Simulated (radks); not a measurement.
Dy+, 65 electrons, occupied as [Xe] 4f10 6s1.

Calculated with a radial shooting solver on a logarithmic mesh with Libxc functionals: non-relativistic Kohn-Sham, LDA (Slater exchange, Perdew-Wang correlation), spin-polarised, spherical densities, point nucleus; open shells are filled with parallel spins first (spin-orbit coupling, left out, can overturn this in heavy ions); relativity is left out, which matters for an element this heavy.

Energy parts (eV):
| part | energy |
|---|---|
| total | -316679.00 |
| kinetic | 316548.81 |
| electron-nucleus | -752353.38 |
| Hartree | 125804.61 |
| exchange-correlation | -6679.04 |

Orbitals (lengths in bohr, moments of r in powers of bohr; r(max) is where P^2 peaks; r(90%) holds 90 % of the orbital's charge):
orbital  occ.  eigenvalue (eV)  r(90%)      <r^2>   r(max)
1s up       1        -50162.80  0.0409  0.0007065  0.01525
1s down     1        -50162.79  0.0409  0.0007065  0.01525
2s up       1        -8042.662   0.150    0.01119  0.08343
2s down     1        -8042.551   0.150    0.01119  0.08343
2p up       3        -7667.559   0.134   0.008311  0.06487
2p down     3        -7667.489   0.134   0.008310  0.06487
3s up       1        -1783.741   0.367    0.07206   0.2317
3s down     1        -1781.751   0.367    0.07198   0.2317
3p up       3        -1614.746   0.360    0.06724   0.2191
3p down     3        -1612.923   0.359    0.06716   0.2191
3d up       5        -1298.723   0.331    0.05336   0.1742
3d down     5        -1297.376   0.331    0.05328   0.1742
4s up       1        -349.1693   0.814     0.3624   0.5272
4s down     1        -345.7143   0.814     0.3627   0.5272
4p up       3        -282.2983   0.842     0.3815   0.5313
4p down     3        -278.8704   0.843     0.3820   0.5313
4d up       5        -162.3400   0.919     0.4335   0.5358
4d down     5        -158.9719   0.921     0.4350   0.5359
5s up       1         -48.9754    2.02      2.200    1.241
5s down     1         -47.5309    2.04      2.237    1.249
5p up       3         -31.2946    2.34      2.864    1.360
5p down     3         -30.1150    2.36      2.918    1.373
4f up       7         -14.6827    1.41     0.8865   0.5273
4f down     3         -11.7108    1.47     0.9636   0.5293
6s up       1          -8.8059    5.60      16.84    3.431
6s down     0          -7.9325    5.77      17.65    3.452

The highest occupied level is 6s up at -8.806 eV. Spin moment in Bohr magnetons: 5. Summed over all electrons, <r^2> = 56.23 bohr^2, which gives a Langevin (diamagnetic) susceptibility term of -44.5 x 10^-6 cm^3/mol. The density falls to 0.001 e/bohr^3 at r = 4.50 bohr. Virial ratio -V/T = 2.00041. The electron density at the nucleus is 2.045e+05 e/bohr^3. The spin density at the nucleus is 8.344 e/bohr^3 (1s 0.024, 2s -0.347, 3s -2.668, 4s 0.776, 5s 2.094, 6s 8.463).
